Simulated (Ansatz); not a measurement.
BH7OSi2, SMILES `[SiH3]BO[SiH3]`, relaxed with RKS PBE0-D4/def2-TZVP in the Gaussian-basis code of Ansatz from a PBE-D4/def2-SVP geometry. The force threshold is 0.005 eV/Å; the program also tests the step.

Total charge 0; spin multiplicity 1.

Start:

```xyz
11

Si    0.050    1.729   -1.536
B    -0.146   -0.093   -0.637
O     0.142   -0.182    0.688
Si    0.068   -1.498    1.771
H     1.323    2.426   -1.123
H    -1.096    2.627   -1.130
H     0.032    1.637   -3.041
H    -0.528   -1.096   -1.237
H     1.409   -1.611    2.429
H    -0.271   -2.757    1.024
H    -0.984   -1.182    2.790
```

Q: How much energy does the relaxation release, and in how many steps? (Best estimate.)

A: Computed: 6.16 kJ/mol, in 27 steps, 2 of them rejected.

Q: Which bonds change most? (An estimate is asked.)

A: Ansatz gave: O3–Si4 from 1.706 to 1.662 Å; Si1–H5 from 1.509 to 1.489 Å; B2–H8 from 1.229 to 1.209 Å; Si1–H6 from 1.511 to 1.492 Å.

Q: Give the relaxed structure. (Best estimate.)

A: Ansatz gave: 
```xyz
11

Si    0.043    1.741   -1.509
B    -0.266   -0.020   -0.546
O     0.229   -0.221    0.692
Si    0.153   -1.521    1.725
H     0.833    2.724   -0.718
H    -1.270    2.360   -1.855
H     0.755    1.490   -2.796
H    -0.895   -0.910   -1.071
H     1.542   -1.948    2.014
H    -0.613   -2.624    1.094
H    -0.511   -1.070    2.970
```
